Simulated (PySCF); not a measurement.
## What builds the third ionisation energy along the 5p block

Calculated with PySCF 2.14 from differences of total energies of unrestricted determinants, without spin-orbit coupling. Each column adds one step, in eV (sums use unrounded values): valence MP2, valence CCSD, valence triples, then the next inner shell at CCSD(T) (Sn 4s 4p 4d, Sb 4s 4p 4d, Te 4s 4p 4d, Xe 4s 4p 4d). References (NIST) marked * lie between the lowest fine-structure levels; the others compare directly ((s) semi-empirical, (t) theoretical).

```tsv
element	UHF	+ MP2	+ CCSD	+ (T)	+ inner shell	sum	reference
Sn [Kr] 4d10 5s2 → [Kr] 4d10 5s1 (x2c-TZVPPall, spin-free X2C)	28.541	0.666	0.257	0.000	0.852	30.316	30.506
Sb [Kr] 4d10 5s2 5p1 → [Kr] 4d10 5s2 (x2c-TZVPPall, spin-free X2C)	24.098	0.203	0.063	0.015	0.170	24.549	25.323 *
Te [Kr] 4d10 5s2 5p2 → [Kr] 4d10 5s2 5p1 (x2c-TZVPPall, spin-free X2C)	26.928	0.295	0.033	0.017	0.139	27.411	27.84 ± 0.04 *
Xe [Kr] 4d10 5s2 5p4 → [Kr] 4d10 5s2 5p3 (x2c-TZVPPall, spin-free X2C)	29.301	0.567	0.119	0.017	0.116	30.121	31.05 ± 0.04 (s) *
```

What remains against the references is mostly basis incompleteness and, for starred values, spin-orbit coupling.

These are valence bases, so the inner-shell step is incomplete.
